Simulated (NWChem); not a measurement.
System: ScBrCl₂; SMILES [Cl][Sc]([Cl])[Br]

```xyz
4

Sc     0.0000     0.0000    -0.5115
Cl     0.0000    -1.9495    -1.6510
Cl     0.0000     1.9495    -1.6510
Br     0.0000     0.0000     1.9107
```
Atoms are numbered in this order, from 1.

Coordinates come from a PBE0/def2-SVP optimisation.

Symmetry labels are those of C2v in the frame above (b1 and b2, or b-type labels, depend on it).

Problem. List the 4 lowest vertical singlet excitations from PBE0/def2-SVPD, TDA (NWChem).

Solution. 
```csv
state,energy (eV),oscillator strength,symmetry,leading excitation (squared amplitude)
S1,4.11,0.001,b2,HOMO → LUMO (1.00)
S2,4.32,0.012,b1,HOMO−1 → LUMO (0.98)
S3,4.49,0.000,a2,HOMO → LUMO+1 (0.99)
S4,4.69,0.001,b1,HOMO → LUMO+2 (0.99)
```
